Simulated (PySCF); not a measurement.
Ga(H)2(Me) (CH₅Ga), SMILES [CH3][GaH2].

The structure is a stationary point at TPSSh-D3(BJ)/def2-TZVP.

The numbers are results of CAM-B3LYP/def2-TZVPD run with PySCF, not measurements.

```json
{
 "total_energy": "-1966.05367 hartree",
 "highest_occupied_level": "-9.38 eV",
 "lowest_empty_level": "-0.53 eV",
 "orbital_gap": "8.85 eV",
 "dipole_moment": "0.64 D",
 "quadrupole, principal values (traceless, Buckingham form, about the centre of nuclear charge)": "-2.83, -2.67, 5.50 D·Å",
 "mean_static_polarisability": "44.9 bohr³ (6.65 Å³)",
 "polarisability_principal_values": "35.5, 45.6, 53.5 bohr³"
}
```
